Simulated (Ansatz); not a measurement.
Consider the formal exchange of groups at a C–Ge bond: `C=[CH][GeH3]` + `[AlH2][CH2][SiH3]` → `C=[CH][AlH][CH2][SiH3]` + GeH₄.

Isolated molecules relaxed with PBE0-D4/def2-TZVP in Ansatz; ΔE leaves out vibrations. CCSD(T)/CBS is the MP2 limit (def2-TZVPP, def2-QZVPP) plus CCSD(T) − MP2 in def2-TZVPP, frozen cores. DFT in def2-TZVPP. B3LYP here is the variant with VWN-RPA as its local correlation; programs differ in this. For Ge outer-core shells are correlated without core-valence functions, which leaves a few kJ/mol of doubt a bond. Scalar relativity is left out up to krypton. One conformer a species, not always the lowest.

**Question.** Is it downhill or uphill in electronic energy at CCSD(T)/CBS, and by how much? (Estimate.)

**Answer.** Computed: Downhill: ΔE = -0.25 eV.

**Question.** What do these levels give: r2SCAN-D4, PBE0-D4, B3LYP-D4, PBE, r2SCAN, B3LYP, CCSD/def2-TZVPP, CCSD(T)/def2-TZVPP, HF/def2-QZVPP, SCS-MP2/def2-QZVPP, HF/CBS(def2), MP2/CBS(def2)? (Best estimate.)

**Answer.** Ansatz gave: r2SCAN-D4 -0.31, PBE0-D4 -0.29, B3LYP-D4 -0.30, PBE -0.27, r2SCAN -0.30, B3LYP -0.27, CCSD/def2-TZVPP -0.24, CCSD(T)/def2-TZVPP -0.25, HF/def2-QZVPP -0.24, SCS-MP2/def2-QZVPP -0.24, HF/CBS(def2) -0.24, MP2/CBS(def2) -0.25 eV.

Largest T1 diagnostic among the species: 0.012.

The D4 term adds −0.03 eV with B3LYP and −0.02 eV with PBE0; it sums over pairs of atoms, weighted by their polarisabilities, and B3LYP, whose exchange is more repulsive, gets the larger term.
